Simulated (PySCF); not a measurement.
The dipole of `CN(C)C(=O)[SiH2]C([SiH3])[SiH3]` from its density and from atomic charges.

Coordinates (GFN2-xTB, Å) and charges (e) from the PBE0/pcSseg-1 density (PySCF):

```csv
atom,x,y,z,Mulliken,IAO,Hirshfeld,ESP-fitted
C1,-2.934,-0.838,0.044,-0.0602,-0.3024,-0.0546,-0.4485
N2,-2.161,0.346,0.300,-0.6436,-0.1422,-0.0322,+0.0657
C3,-2.917,1.467,0.818,-0.0792,-0.3221,-0.0640,-0.2966
C4,-0.837,0.445,0.106,+0.2978,+0.1650,+0.0848,+0.2448
O5,-0.245,1.491,0.385,-0.5001,-0.4922,-0.2141,-0.4207
Si6,0.234,-0.981,-0.604,+0.6253,+0.6846,+0.3170,+0.2931
C7,1.894,-0.155,-0.907,-1.1221,-0.9220,-0.2754,-0.3548
Si8,2.231,1.339,0.269,+0.6068,+0.6330,+0.2706,+0.4094
Si9,3.311,-1.416,-0.942,+0.4903,+0.6044,+0.2999,+0.3131
H10,-3.682,-0.640,-0.729,+0.1220,+0.1463,+0.0494,+0.1571
H11,-2.294,-1.651,-0.282,+0.1481,+0.1537,+0.0511,+0.1594
H12,-3.456,-1.143,0.956,+0.1214,+0.1477,+0.0508,+0.1580
H13,-3.384,1.203,1.769,+0.1181,+0.1437,+0.0481,+0.1205
H14,-2.231,2.298,0.967,+0.1513,+0.1834,+0.0485,+0.1295
H15,-3.696,1.756,0.108,+0.1172,+0.1436,+0.0478,+0.1198
H16,0.234,-2.051,0.405,-0.0449,-0.1151,-0.0735,-0.0768
H17,-0.413,-1.494,-1.824,-0.0619,-0.1177,-0.0777,-0.0975
H18,1.853,0.280,-1.911,+0.2055,+0.1743,+0.0449,+0.1483
H19,3.715,1.419,0.286,-0.1306,-0.1718,-0.1128,-0.1803
H20,1.888,1.036,1.654,-0.0759,-0.1235,-0.0867,-0.0893
H21,1.838,2.623,-0.297,-0.0735,-0.1141,-0.0844,-0.0973
H22,2.991,-2.475,-1.912,-0.0862,-0.1269,-0.0862,-0.0994
H23,3.480,-2.048,0.368,-0.0648,-0.1198,-0.0772,-0.0786
H24,4.568,-0.790,-1.352,-0.0606,-0.1098,-0.0747,-0.0788
```

Task: Form Σ q r in debye for every column and set it beside the full dipole.

Result: The full density gives (-4.79, -1.73, -0.54) D, 5.13 D in size; dipole vectors point from the negative to the positive end.

```
    scheme     μx     μy     μz  size (D)  share of the full size (%)  angle to the full dipole (°)
  Mulliken  -4.02  -3.89   0.28      5.60                         109                            26
       IAO  -4.41  -3.36  -0.32      5.55                         108                            18
 Hirshfeld  -4.24  -1.70  -0.20      4.57                          89                             4
ESP-fitted  -4.78  -1.75  -0.55      5.12                         100                             0
```

Task: Which set comes closest?

Result: Length of the difference vector: ESP-fitted 0.02 D, Hirshfeld 0.66 D, IAO 1.68 D, Mulliken 2.43 D. Closest: ESP-fitted. The schemes that divide the density aren't constrained to reproduce the dipole.

Task: What is left for the Hirshfeld atoms' own dipoles?

Result: The Hirshfeld atoms' densities add up to the full density, so μ = Σ q r + Σ (atomic dipoles). The atomic dipoles sum to (-4.79, -1.73, -0.54) − (-4.24, -1.70, -0.20) = (-0.55, -0.03, -0.34) D, 0.66 D in size.

Task: With the origin at the mean of the coordinates, (0.000, 0.001, -0.097) Å, which are the largest single terms, by size, of the IAO dipole along the direction of the full one?

Result: Si8 -7.84, Si9 -7.34, C7 +7.23, C1 -4.38, C3 -3.30 D; all 24 atoms together +5.29 D. The single terms depend on the origin, their sum doesn't.

Task: Give the size of the full dipole in other units.

Result: 5.13 D = 2.017 au = 1.068 e·Å = 17.10 × 10⁻³⁰ C·m.

The structure is a single GFN2-xTB conformer in the gas phase; no vibrational or solvent corrections.

The values belong to the conformer `[CH3:1][N:2]([CH3:3])[C:4](=[O:5])[SiH2:6][CH:7]([SiH3:8])[SiH3:9]`: C1–N2–C4–O5 -178°, N2–C4–Si6–C7 171°, C4–Si6–C7–Si8 28°.
